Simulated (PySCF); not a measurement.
Compound: C5H6O3.
Structure used (PBE0-D3(BJ)/def2-SVP), in Å, numbered top down from 1:
```
atom  x, y, z in Å
O1    -3.2014    0.5649   -1.2509
C2    -2.1619    0.4014   -0.6855
C3    -0.8916    1.1552   -0.7946
C4     0.0064    0.6077    0.0336
C5     1.4281    0.9831    0.2960
O6     2.2821   -0.1298    0.2925
C7    -0.6485   -0.5490    0.7247
O8    -1.9613   -0.5990    0.2214
H9    -0.7717    2.0074   -1.4618
H10    1.7441    1.7701   -0.4133
H11    1.4990    1.4211    1.3064
H12    2.3198   -0.4752   -0.6060
H13   -0.6692   -0.4132    1.8207
H14   -0.1252   -1.4982    0.5211
```

Linear response at PBE0/def2-SVPD (PySCF, frozen core in the response, non-relativistic).

Static isotropic polarisability: 69.23 au (10.26 Å³), principal values 50.3, 64.2, 93.2 au.

(1) What is the polarisability at 1064 nm and at the sodium D line?

(2) What is the isotropic C6 coefficient between two such molecules, C6 = (3/π)∫α(iω)² dω?

(3) Which effective excitation energy ω̄ makes London's formula C6 = (3/4)α²ω̄ exact here?

(4) How anisotropic is the static polarisability, by Δα² = ½[(α1 − α2)² + (α2 − α3)² + (α3 − α1)²]?

(5) What three-body coefficient follows from the one-pole estimate C9 = (3/4)·α·C6?

(6) What molar refraction at the D line follows from R = (4π/3)·N_A·α′, with α′ the polarisability volume?

(7) What n − 1 at the D line would an ideal gas of it have at 273.15 K and 1 atm (2.6868 × 10¹⁹ cm⁻³), by n − 1 = 2π·N·α′?

(8) How many electrons N does the Slater–Kirkwood formula C6 = (3/4)·√N·α^(3/2) need to give this C6?

(9) The lowest 6 singlets have (eV, f): 4.85, 0.000; 6.05, 0.023; 6.16, 0.275; 6.69, 0.107; 7.29, 0.006; 7.36, 0.007. What share of the static polarisability do they carry in the sum over states α = Σ f/ω²?

## Answers

(1) 69.89 au at 1064 nm (+0.9 %), 71.47 au at 589.3 nm (+3.2 %). The rise at 589.3 nm is 3.42 times that at 1064 nm; a pure ω² law gives 3.26. The lowest singlet lies at 256 nm, shorter than both wavelengths.

(2) 2072 au (Eh·bohr⁶) by a ten-point quadrature over imaginary frequencies, which is 1240 eV·Å⁶ or 119 J·nm⁶/mol.

(3) ω̄ = 4·C6/(3α²) = 0.576 Eh = 15.7 eV. A one-pole form α(ω) = α/(1 − ω²/ω̄²) fitted to the 1064 nm value gives 12.1 eV.

(4) Δα = 37.9 au, or 0.55 of the isotropic value.

(5) 108000 au. This is an estimate from the two numbers above, not a computed integral.

(6) α′ = 10.59 Å³ gives R = 26.72 cm³/mol, for isolated, non-vibrating species.

(7) 17.88 × 10⁻⁴, a formal value whether or not that pressure can be reached.

(8) N = (4·C6/3)²/α³ = 23.0; the species has 60 electrons in all.

(9) 7.78 au, 11.2 % of α; the largest term, 5.36 au, is that of the state at 6.16 eV. Their oscillator strengths add up to 0.42. Higher states carry the rest.

One conformer stands for the species.
